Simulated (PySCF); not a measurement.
Isomers C5H13NSi2:

A. SMILES [SiH2]1[C@](C(=C)C)(N[SiH3])C1
B. `C=CN([SiH2][SiH3])C(=C)C`
C. `InChI=1S/C5H13NSi2/c1-6-5-3-2-4-7-8-5/h2-3,5-6H,4,7-8H2,1H3/t5-/m0/s1`

Spectrum 1. 13C{1H} NMR (computed): δ 141.0 (CH), 132.4 (CH), 53.9 (CH), 39.6 (CH3), 12.0 (CH2).

Spectrum 2. 13C{1H} NMR (computed): δ 154.9 (C), 113.0 (CH2), 47.3 (C), 24.3 (CH3), 10.7 (CH2).

Spectrum 3. 13C{1H} NMR (computed): δ 155.4 (C), 147.9 (CH), 123.5 (CH2), 88.7 (CH2), 25.8 (CH3).

- geometry: GFN2-xTB
- σ from GIAO-PBE0/pcSseg-1
- run in PySCF 2.14
- no solvent, one averaged value for each set of equivalent atoms, relativity neglected, one computed conformer

Chemical shifts δ = σref − σ; 13C vs TMS, all at this level. Shifts are as computed. Against solution values, carbons near 30 ppm lie about +3 ppm off and those near 130 ppm about +5 ppm. Of 1309 compounds with measured shifts, 239 miss one by over three times the rms of a fit or turn the order of signals round; such compounds aren't used in these exercises.

**Question.** Which spectrum belongs to which compound?

**Answer.** 1–C, 2–A, 3–B.

- Spectrum 1 (C): 5 13C signals; δC 141.0 is an alkene CH; δC 132.4 is an alkene CH.
- Spectrum 2 (A): 5 13C signals; δC 154.9 is a fully substituted alkene carbon; δC 113.0 is a terminal =CH2 carbon.
- Spectrum 3 (B): 5 13C signals; δC 155.4 is an alkene carbon bearing nitrogen; δC 147.9 is an alkene carbon bearing nitrogen.
